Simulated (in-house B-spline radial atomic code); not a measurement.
Results of a calculation; reference values are marked as such.
# Making a Troullier-Martins s channel for Ca, r_c = 3.6 bohr

Ca, [Ar] 4s2, non-relativistic PBE, spherical and spin-unpolarised, from a B-spline radial code for spherical atoms (atomic units). The all-electron 4s level is ε = -0.137931 hartree, its outermost node lies just inside 1.45 bohr and its outer maximum at 3.41 bohr.

Inside r_c the pseudo-orbital is u(r) = r^1 exp(p(r)), with p = c0 + c2 r² + c4 r⁴ + … + c12 r¹². The seven coefficients follow from p and its first four derivatives at r_c, from zero curvature of the screened potential at the origin, c4 = −c2²/(2l + 5), and from the norm inside r_c. At r_c the all-electron orbital has P = 0.5471384, P' = -0.03037341, the screened potential V = -0.2745306, V' = 0.1236216, V'' = -0.07216713, and the norm inside is Q = 0.4297755.

Problem. What are p, p' and p'' at r_c?

Solution. p = ln(P/r_c^1) = ln(0.5471384/3.6) = -1.88399. p' = P'/P − 1/r_c = -0.05551 − 0.27778 = -0.33329. The radial equation gives p'' = 2(V − ε) − 2(1) p'/r_c − p'² = -0.27320 − (-0.18516) − 0.11108 = -0.19912. Differentiating, p''' = 2V' + 2(1)p'/r_c² − 2(1)p''/r_c − 2p'p'' = 0.1737, and p'''' = 2V'' − 4(1)p'/r_c³ + 4(1)p''/r_c² − 2(1)p'''/r_c − 2p''² − 2p'p''' = -0.23723.

For a trial c2 the five matching conditions are linear in c0, c6, c8, c10 and c12, and c2 is varied until the norm inside r_c equals Q. The root nearest zero gives:

| n | c_n |
| --- | --- |
| 0 | -2.402753 |
| 2 | 0.2015418 |
| 4 | -0.00812382 |
| 6 | -0.002403926 |
| 8 | 0.0002968371 |
| 10 | -1.350915e-05 |
| 12 | 2.256379e-07 |

Problem. Check c4 and p(r_c), and find the screened pseudopotential at the origin.

Solution. −c2²/5 = -0.00812382, as listed. The terms c_n r_c^n are -2.40275, 2.61198, -1.36449, -5.23282, 8.37410, -4.93916, 1.06916, which sum to -1.88399. Inverting the radial equation, V_l(r) = ε + 1 p'/r + (p'' + p'²)/2, so V_l(0) = ε + (2l + 3) c2 = -0.137931 + 3 × (0.201542) = 0.4667 hartree, finite where the all-electron potential diverges.

Orbitals and screened potentials:

| r (bohr) | P | u | V all-electron | V pseudo |
| --- | --- | --- | --- | --- |
| 0.36 | 0.08151 | 0.03343 | -23.89 | 0.4656 |
| 0.9 | -0.2388 | 0.09524 | -4.795 | 0.4281 |
| 1.44 | 0.002194 | 0.188 | -1.79 | 0.2521 |
| 1.98 | 0.2874 | 0.3196 | -0.8658 | -0.08789 |
| 2.52 | 0.4611 | 0.4566 | -0.4973 | -0.3718 |
| 3.06 | 0.5378 | 0.5372 | -0.3527 | -0.3752 |
| 3.6 | 0.5471 | 0.5471 | -0.2745 | -0.2745 |

Logarithmic derivatives P'/P at R = 3.9 bohr, for energies E around ε:

```json
{"E − ε (hartree)": "-0.5", "all-electron": "0.842361", "pseudo": "0.837173"}
{"E − ε (hartree)": "-0.25", "all-electron": "0.487583", "pseudo": "0.48422"}
{"E − ε (hartree)": "-0.1", "all-electron": "0.173856", "pseudo": "0.172692"}
{"E − ε (hartree)": "0", "all-electron": "-0.129696", "pseudo": "-0.129729"}
{"E − ε (hartree)": "0.1", "all-electron": "-0.602166", "pseudo": "-0.606979"}
{"E − ε (hartree)": "0.25", "all-electron": "-2.52028", "pseudo": "-2.73154"}
{"E − ε (hartree)": "0.5", "all-electron": "3.50216", "pseudo": "2.58784"}
```

Problem. With P(R) = 0.5319368 and a norm of 0.517424 inside R, what slope in energy does norm conservation fix?

Solution. d(P'/P)/dE = −2 × (norm inside R)/P(R)² = -3.6573 per hartree·bohr at E = ε, for both atoms, since orbital and norm agree at R. Differences over ±0.1 hartree give -3.8801 (all-electron) and -3.8984 (pseudo), which also hold third-order terms. Half a hartree below ε the two curves differ by -0.0052.
